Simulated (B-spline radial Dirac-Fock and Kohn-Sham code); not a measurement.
# How the binding energies of Hg¹¹⁺ add up

System: Hg¹¹⁺, [Xe] 4f14 5d1; nuclear rms radius 5.4648 fm (A = 202).

Model: relaxed Dirac-Fock hole states (ΔSCF) with Breit and QED corrections and a finite nucleus. Program: a radial atomic solver. Electron correlation is not included. Energies are counted from the vacuum level.

All terms are in eV, carry their sign (relaxation lowers the binding energy) and add up to the binding energy; ⟨r⟩ is the mean radius of the orbital in the initial state.

| subshell | −ε (Koopmans) | relaxation | Breit | self-energy | vacuum polarisation | binding energy | ⟨r⟩ (bohr) |
| --- | --- | --- | --- | --- | --- | --- | --- |
| K (1s) | 83855.8 | -87.22 | -297.44 | -197.95 | 41.07 | 83314.2 | 0.017 |
| L1 (2s) | 15175.1 | -49.96 | -34.41 | -29.68 | 5.82 | 15066.9 | 0.069 |
| L2 (2p1/2) | 14538.5 | -54.83 | -56.86 | -0.89 | 0.37 | 14426.3 | 0.057 |
| L3 (2p3/2) | 12587.4 | -50.95 | -33.25 | -2.41 | -0.20 | 12500.6 | 0.066 |
| M1 (3s) | 3821.8 | -25.83 | -6.42 | -6.89 | 1.32 | 3784.0 | 0.180 |
| M2 (3p1/2) | 3537.0 | -27.03 | -10.95 | -0.35 | 0.09 | 3498.7 | 0.170 |
| M3 (3p3/2) | 3098.8 | -24.94 | -5.92 | -0.61 | -0.06 | 3067.3 | 0.186 |
| M4 (3d3/2) | 2633.5 | -27.97 | -4.80 | 0.49 | -0.06 | 2601.2 | 0.162 |
| M5 (3d5/2) | 2540.5 | -27.24 | -3.08 | 0.24 | -0.06 | 2510.3 | 0.167 |
| N1 (4s) | 1031.3 | -8.34 | -1.37 | -1.71 | 0.33 | 1020.2 | 0.399 |
| N2 (4p1/2) | 908.1 | -8.30 | -2.38 | -0.06 | 0.02 | 897.4 | 0.401 |
| N3 (4p3/2) | 800.9 | -7.14 | -1.12 | -0.12 | -0.02 | 792.5 | 0.433 |
| N4 (4d3/2) | 599.0 | -7.12 | -0.71 | 0.13 | -0.02 | 591.3 | 0.441 |
| N5 (4d5/2) | 578.8 | -6.76 | -0.33 | 0.08 | -0.02 | 571.7 | 0.452 |
| N6 (4f5/2) | 318.1 | -6.66 | 0.07 | 0.10 | -0.01 | 311.6 | 0.469 |
| N7 (4f7/2) | 313.7 | -6.47 | 0.23 | 0.08 | -0.01 | 307.5 | 0.475 |
| O1 (5s) | 324.5 | -0.97 | -0.29 | -0.37 | 0.07 | 322.9 | 0.874 |
| O2 (5p1/2) | 277.3 | -0.92 | -0.46 | 0.00 | 0.00 | 275.9 | 0.920 |
| O3 (5p3/2) | 255.2 | -0.73 | -0.20 | -0.01 | -0.01 | 254.2 | 0.986 |
| O4,5 (5d) | 190.6 | -0.44 | -0.05 | 0.02 | 0.00 | 190.1 | 1.142 |

For the deepest level, K (1s), the Breit terms make up -0.357 % of the binding energy, QED -0.188 % and orbital relaxation -0.105 %.

Spin-orbit splittings: 2p 1925.6 eV, 3p 431.4 eV, 3d 90.82 eV, 4p 104.9 eV, 4d 19.59 eV, 4f 4.08 eV, 5p 21.74 eV.

Going to the tabulated ground configuration of the next ion removes an electron from O4,5 (5d), computed at 190.1 eV. NIST lists 192.7 ± 1.7 eV as the ionisation energy of this species (semi-empirical), +2.56 eV from the computed value. Where a p, d or f shell is open in either ion the computed value averages over both j values and all terms, while the table refers to the lowest levels; that difference holds spin-orbit splitting (largest in heavy or highly charged ions), term energies where several electrons share open shells, and correlation, and it can reach 10 % or more.
